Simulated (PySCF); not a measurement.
Si(CCH)3(F) (C6H3FSi), SMILES C#C[Si](F)(C#C)C#C.

Geometry: PBE-D3(BJ)/def2-SVP.

Level of theory: PBE/def2-TZVP (PySCF).

The molecule is in vacuum.

Problem. Estimate the frontier levels, gap, dipole moment. (An estimate is asked for; the answer gives what the named calculation found.)

Solution. 
```
Quantity                                                                                                        Value
---------------------------------------------------------------------------------------------  ----------------------
highest occupied level                                                                                       -7.15 eV
lowest empty level                                                                                           -2.47 eV
orbital gap                                                                                                   4.68 eV
dipole moment                                                                                               0.454 e·Å
quadrupole, principal values (traceless, Buckingham form, about the centre of nuclear charge)  -13.73, 6.86, 6.87 D·Å
```
